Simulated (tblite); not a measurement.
Species: C₄H₉P₂Si (doublet state).
Atom-mapped SMILES: `[CH:1]#[C:2][CH2:3][CH2:4][Si:5]([PH2:6])[PH2:7]` (hydrogens: H8 on C1; H9, H10 on C3; H11, H12 on C4; H13, H14 on P6; H15, H16 on P7)

Structure optimised with GFN2-xTB, isolated species. This method treats the open shell by occupation alone, without spin polarisation.

(1) What internal coordinates does the optimisation give?

Answers

(1) 
| bond | length (bohr) |
| --- | --- |
| C1≡C2 | 2.262 |
| C2–C3 | 2.734 |
| C3–C4 | 2.887 |
| C4–Si5 | 3.648 |
| Si5–P6, Si5–P7 | 4.287 |
| C1–H8 | 1.982 |
| C3–H9, C3–H10 | 2.071 |
| C4–H11, C4–H12 | 2.063 |
| P6–H13 and 3 like bonds | 2.615 |

Bonds in one row agree within 0.02 bohr and their mean is given. A selection of angles:
| angle | degrees |
| --- | --- |
| C2–C1–H8 | 179.1 |
| C1–C2–C3 | 178.5 |
| C2–C3–C4 | 111.1 |
| C2–C3–H9 | 108.7 |
| C4–C3–H9 | 109.5 |
| C4–C3–H10 | 110.6 |
| H9–C3–H10 | 108.0 |
| C3–C4–Si5 | 110.9 |
| C3–C4–H11 | 109.4 |
| Si5–C4–H11 | 109.0 |
| Si5–C4–H12 | 110.7 |
| H11–C4–H12 | 107.2 |
| C4–Si5–P6 | 105.1 |
| P6–Si5–P7 | 109.5 |
| Si5–P6–H13 | 95.3 |
| H13–P6–H14 | 92.6 |

Torsions: C2–C3–C4–Si5 -59° (synclinal); C3–C4–Si5–P6 -158° (antiperiplanar). The mirror-image conformer, all signs reversed, is as good.

Of the pairs four or more bonds apart, P7···H9 is among the closest relative to their van der Waals radii: 2.79 Å, 93 % of the sum of Bondi's values. The 3 C–C bonds span 1.197 Å (C1≡C2, drawn triple) to 1.528 Å (C3–C4, drawn single), a spread of 0.331 Å. P6 (phosphorus bonded to Si and 2 H) is pyramidal (angles 95.3°, 94.6° and 92.6°, sum 282.5°, 0.84 Å off the plane of its three neighbours). Si5 (silicon bonded to C and 2 P) is pyramidal (angles 109.5°, 105.1° and 104.7°, sum 319.3°, 0.82 Å off the plane of its three neighbours).

Point group: C1 (no symmetry element, even within 0.4 Å). Its GFN2-xTB frequencies are all real (lowest 30 cm⁻¹). Torsions: C2–C3–C4–Si5 -59°, C3–C4–Si5–P6 -158°, C4–Si5–P6–H -169° and -76°, C4–Si5–P7–H 178° and 85°. 3 starts were optimised and ended at 0.00, 0.05 and 1.11 kcal/mol (GFN2-xTB); the lowest of these is shown.

On an Arm Neoverse V2 with one thread, no GPU (shared host), this took 1.5 s of wall time. This is the geometry optimisation.

The numbers are calculated, not measured.
